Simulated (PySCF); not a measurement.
Excitations are Tamm–Dancoff values on a coarser integration grid. The basis has no diffuse functions, so Rydberg states are missing or too high.

Cartesian coordinates (Å):
```xyz
7

N      1.7990     0.2953    -0.0683
B      0.6374    -0.1155    -0.2035
C     -0.8215    -0.5649    -0.3828
N     -1.7997     0.2121    -0.6574
H      2.7308     0.6179     0.0411
H     -1.0662    -1.6266    -0.2716
H     -1.4798     1.1817    -0.7427
```
Charge 0, multiplicity 1.

Q: Give the total energy, S1–T1 gap (TDA), LUMO, HOMO–LUMO gap, T1 excitation (TDA), S1 excitation (TDA), brightest of the four lowest singlets (TDA) and S1 oscillator strength at the level r2SCAN-D4/def2-TZVP (PySCF).

A: 
The total energy comes out as -174.2109 Ha. The S1–T1 gap (TDA) is 1.05 eV and the LUMO comes out as -2.57 eV. The HOMO–LUMO gap is 4.20 eV. The T1 excitation (TDA) is 3.47 eV, the S1 excitation (TDA) is 4.52 eV and the brightest of the four lowest singlets (TDA) comes out as 5.65 eV. The S1 oscillator strength is 0.001.
